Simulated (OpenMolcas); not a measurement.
**As: CASPT2 settings compared**

```yaml
Program: OpenMolcas
Basis: ANO-RCC-VDZ [5s4p1d]
Scalar_Hamiltonian: DKH2, point nucleus
Active_space: 3 electrons in 3 orbitals (4p)
State_averaging: 2S+1 = 4 odd, 1 root; 2S+1 = 2 odd, 8 roots kept (CI in the orbitals of an earlier block)
Spin-orbit_coupling: RASSI with atomic mean-field integrals over the reference wave functions, term energies averaged over their components
```

Methods on the same reference wave functions:
A. CASSCF
B. SS-CASPT2, IPEA 0.1 Eh, no level shift (closed shells correlated: 3d 4s)
C. SS-CASPT2, IPEA 0.15 Eh, sigma1 regulariser 0.25 Eh (closed shells correlated: 4s)
D. XMS-CASPT2, IPEA 0.2 Eh, sigma2 regulariser 0.5 Eh (closed shells correlated: 4s)

Energies in cm-1 above 4s2 4p3 4S* 3/2, the measured ground level; measured values from NIST Handbook of Basic Atomic Spectroscopic Data.

| Level | A | B | C | D | Measured |
| --- | --- | --- | --- | --- | --- |
| 4s2 4p3 4S* 3/2 | 0.0 | 0.0 | 0.0 | 0.0 | 0.0 |
| 4s2 4p3 2D* 3/2 | 14589 | 14040 | 14160 | 14100 | 10593 |
| 4s2 4p3 2D* 5/2 | 14786 | 14340 | 14450 | 14400 | 10915 |
| 4s2 4p3 2P* 1/2 | 24600 | 20710 | 20900 | 20820 | 18186 |
| 4s2 4p3 2P* 3/2 | 24862 | 21080 | 21270 | 21190 | 18648 |

Deviations, from unrounded energies. A percentage is the sum of absolute deviations over the sum of measured energies, with the sign that they share, or ± where signs differ.

| Against measurement | Levels | A | B | C | D |
| --- | --- | --- | --- | --- | --- |
| mean absolute deviation (cm-1) | 4 | 5100 | 3000 | 3100 | 3000 |
| other terms of the ground configuration (%) | 4 | +35.1 | +20.3 | +21.3 | +20.8 |

B, C, D lie about equally close to measurement and A furthest from it. The largest miss of B in the table is 4s2 4p3 2D* 3/2, by +3400 cm-1. The ranking rests on the paired levels alone, and a cruder setting can come out closer through cancelling errors.

Among B to D the level of the table that moves most is 4s2 4p3 2P* 1/2, by 190 cm-1 (lowest in B, highest in C). Moves below CASPT2's spread within the term are not significant.

From A to B the spin-free energies of the other terms of 4s2 4p3 shown, above 4S*, scale by factors of 0.84 to 0.97.

The lowest spin-free term lies below A's lowest term by 0.010 hartree in B, 0.009 hartree in C, 0.009 hartree in D.

CASPT2 does not keep the components of a term degenerate, so their means are used; among the terms shown or strongly mixed into the levels shown the widest spread is 150 cm-1 (4s2 4p3 2D*, D). Terms from blocks run as CI alone lack orbitals of their own. With the s shell closed, the reference lacks s² → p² mixing. Without dynamic correlation excited terms often stand tens of per cent too high (terms of higher spin than the ground term too low), and those without a measured partner can miss by more than the paired ones (holds for A). Some terms miss by over 15 % even with CASPT2, which points to a basis or an active space too small for the shells correlated (holds for B; C; D). Measured partners are found by configuration, term and J. A level has none where our copy of the source lacks it or the pairing is in doubt (some pairs that miss far off the trend of their configuration count as doubtful), and it then counts in no deviation. Levels of configurations outside the active space are missing.

* marks odd parity.
